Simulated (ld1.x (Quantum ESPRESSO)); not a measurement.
P (Z = 15), TM: configuration errors across variants

P, norm-conserving Troullier–Martins (Kleinman–Bylander form), made with ld1.x (Quantum ESPRESSO) 7.5 (PBE, scalar-relativistic). Core [Ne], reference 3s2 3p3. Waves: 3s (bound): rc 1.30 bohr; 3p (bound): rc 1.60 bohr. Local part: all-electron potential smoothed inside 1.40 bohr (lloc = -2). Core correction: a·sin(br)/r model core, default radius (core density twice the valence density).

All-electron excitation energies from the reference (eV): (1) 3s2 3p2 9.730; (2) 3s2 3p1 28.877; (3) 3s2 3p0 58.616; (4) 3s1 3p0 110.621; (5) 3s2 3p3.3 -1.307; (6) 3s1 3p3 18.850; (7) 3s2 3p2.5 3.775.

The default core radius of the base comes out at 0.99 bohr.

2 further variants failed, have other tests or another functional or relativity, and are left out.

Errors AE − PS in meV (a dash: test not solved or not reliable):

| change | (1) | (2) | (3) | (4) | (5) | (6) | (7) | bound ghosts |
| --- | --- | --- | --- | --- | --- | --- | --- | --- |
| base | +3.5 | +26 | +91 | +213 | +0.2 | +6.4 | +0.5 | none |
| type RRKJ; local potential all-electron potential smoothed inside 1.50 bohr (lloc = -1); rho0 0.005 | +3.8 | +29 | +104 | +247 | +0.2 | +5.3 | +0.5 | none |
| wave 3s (bound): rc 1.30 bohr becomes 3s (bound): rc 1.56 bohr | +3.4 | +25 | +86 | +208 | +0.2 | +7.0 | +0.5 | none |
| local potential the s channel | +3.3 | +23 | +76 | +186 | +0.2 | +6.3 | +0.5 | none |
| core correction a·sin(br)/r model core inside 0.90 bohr | +3.5 | +25 | +85 | +187 | +0.2 | +5.8 | +0.5 | none |
| wave 3p (bound): rc 1.60 bohr becomes 3p (bound): rc 1.54 bohr | +3.6 | +26 | +89 | +209 | +0.2 | +6.7 | +0.5 | none |
| local potential all-electron potential smoothed inside 1.86 bohr (lloc = -2) | +2.4 | +19 | +70 | +177 | +0.2 | +4.0 | +0.3 | none |

Task: Give the same row for: type ultrasoft; waves now 3s (bound): rcut 1.15, rcutus 1.30 bohr; 3s channel at -0.1 Ry: rcut 1.15, rcutus 1.30 bohr; 3p (bound): rcut 1.40, rcutus 1.60 bohr; 3p channel at 2.1 Ry: rcut 1.40, rcutus 1.60 bohr; local potential all-electron potential smoothed inside 1.35 bohr (lloc = -2); augmentation built from norm-conserving waves at rcut, not smoothed further.

Result: +0.7, +9.4, +41, +110, +0.1, -0.6, -0.1; bound ghosts: none.
